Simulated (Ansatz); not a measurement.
Sn₄⁺. Charge 1, multiplicity 2. Geometry B3LYP-D4/def2-SVP, basis def2-TZVP, Ansatz.

```xyz
4

Sn    1.010   -0.106   -1.045
Sn   -1.831   -0.351   -1.734
Sn    1.831    0.351    1.734
Sn   -1.010    0.107    1.045
```

```
run  HOMO (eV)  LUMO (eV)
  A     -10.02      -8.38
  B     -11.57      -6.70
  C      -9.50      -8.92
  D      -9.31      -9.09
```

In the def2 sets Sn takes a core potential; there is no spin–orbit coupling. The structure comes from a short search, and lower isomers may exist.

HOMO and LUMO are taken over both spins.

Q: The runs used PBE, PBE0, r2SCAN, ωB97M-V. Estimate which is which.

A: A PBE0 (25 % exact exchange); B ωB97M-V (range-separated); C r2SCAN (0 % exact exchange); D PBE (0 % exact exchange). Exact exchange lowers occupied and raises empty levels; among semilocal functionals meta-GGAs tend to open the gap a little, and such runs are hard to tell apart. The gap grows from 0.21 eV (PBE) to 4.87 eV (ωB97M-V).
